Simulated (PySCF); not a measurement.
C6H16SSi, SMILES CS[SiH2]CC(C)(C)C, singlet, GFN2-xTB optimised geometry.

```
24

C      3.71     1.18     2.64
S      3.05     0.61     1.05
Si     0.96     0.54     1.55
C      0.11    -0.12     0.00
C     -1.43    -0.12     0.00
C     -1.96    -0.87     1.22
C     -1.96     1.31     0.00
C     -1.91    -0.83    -1.27
H      3.28     2.15     2.89
H      4.78     1.27     2.52
H      3.48     0.45     3.41
H      0.58     1.90     1.95
H      0.84    -0.33     2.72
H      0.45    -1.15    -0.16
H      0.46     0.45    -0.86
H     -1.53    -1.86     1.29
H     -3.05    -0.97     1.16
H     -1.73    -0.33     2.14
H     -1.68     1.83     0.91
H     -1.57     1.87    -0.85
H     -3.05     1.31    -0.07
H     -1.53    -0.33    -2.16
H     -3.00    -0.83    -1.32
H     -1.58    -1.87    -1.28
```

Density from B3LYP/def2-SVP (PySCF 2.14.0) at that geometry.

Minimum of the electron density along straight lines between bonded atoms, close to the bond critical point (lines longer than 1.1 times the sum of covalent radii, or with two minima, are not listed):

| bond | length / Å | ρ at the minimum / e bohr⁻³ | ∇²ρ there / e bohr⁻⁵ | position (fraction from the first atom) |
|---|---|---|---|---|
| C1–S2 | 1.816 | 0.178 | -0.32 | 0.47 |
| S2–Si3 | 2.150 | 0.094 | 0.16 | 0.65 |
| Si3–C4 | 1.891 | 0.115 | 0.30 | 0.38 |
| C4–C5 | 1.533 | 0.241 | -0.54 | 0.51 |
| C5–C6 | 1.528 | 0.247 | -0.57 | 0.50 |
| C5–C7 | 1.528 | 0.247 | -0.57 | 0.50 |
| C5–C8 | 1.533 | 0.244 | -0.56 | 0.50 |
| C1–H9 | 1.086 | 0.281 | -1.06 | 0.64 |
| C1–H10 | 1.085 | 0.281 | -1.06 | 0.64 |
| C1–H11 | 1.086 | 0.281 | -1.06 | 0.64 |
| Si3–H12 | 1.465 | 0.117 | 0.33 | 0.49 |
| Si3–H13 | 1.465 | 0.117 | 0.34 | 0.49 |
| C4–H14 | 1.093 | 0.272 | -0.95 | 0.62 |
| C4–H15 | 1.093 | 0.272 | -0.96 | 0.62 |
| C6–H16 | 1.087 | 0.277 | -1.01 | 0.62 |
| C6–H17 | 1.088 | 0.277 | -1.01 | 0.62 |
| C6–H18 | 1.087 | 0.277 | -1.01 | 0.62 |
| C7–H19 | 1.087 | 0.278 | -1.02 | 0.62 |
| C7–H20 | 1.088 | 0.277 | -1.01 | 0.62 |
| C7–H21 | 1.088 | 0.277 | -1.01 | 0.62 |
| C8–H22 | 1.088 | 0.277 | -1.01 | 0.62 |
| C8–H23 | 1.088 | 0.277 | -1.01 | 0.62 |
| C8–H24 | 1.088 | 0.277 | -1.01 | 0.62 |
